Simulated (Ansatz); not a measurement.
A series at Ge: from `[F][Ge]([F])([F])[Cl]`, ligands are replaced one by one, each step taking up HCl and setting free H–F; n counts the steps. Ansatz, PBE0-D4/def2-TZVP geometries.

CBS adds triple-zeta CCSD(T) − MP2 to the MP2 limit, frozen cores; atoms without spin–orbit coupling. Outer-core shells of Ge are correlated without core-valence functions. Scalar relativity is left out up to krypton. Spin–orbit coupling is left out.

```
n                    molecule  atomization energy, CCSD(T)/CBS (kJ/mol)
0     `[F][Ge]([F])([F])[Cl]`                                         ?
1    `[F][Ge]([F])([Cl])[Cl]`                                    1670.2
2   `[F][Ge]([Cl])([Cl])[Cl]`                                    1536.5
3  `[Cl][Ge]([Cl])([Cl])[Cl]`                                    1402.9
```

Question: By hand: fit a straight line y = ȳ + b (n − n̄) to the 3 given rows and predict n = 0.

Answer: n̄ = 2.000, ȳ = 1536.53; Σ(n − n̄)(y − ȳ) = -267.30, Σ(n − n̄)² = 2.000, so b = -133.65 kJ/mol a step. Prediction: 1536.53 + (-133.65) × (-2.000) = 1803.8 kJ/mol.

Question: By hand: compare with the computed value, 1803.1 kJ/mol, and give the steps along the whole series.

Answer: The line misses by -0.7 kJ/mol (computed minus predicted). Steps: -132.9, -133.7, -133.6 kJ/mol.

The steps differ by at most 0.8 kJ/mol, 0.6 % of a mean step, so the ligands' effects nearly add and a line is close. The miss is 0.2 % of the series' range. The energies themselves are unsure by some kJ/mol a bond, though much of that is common to the series.
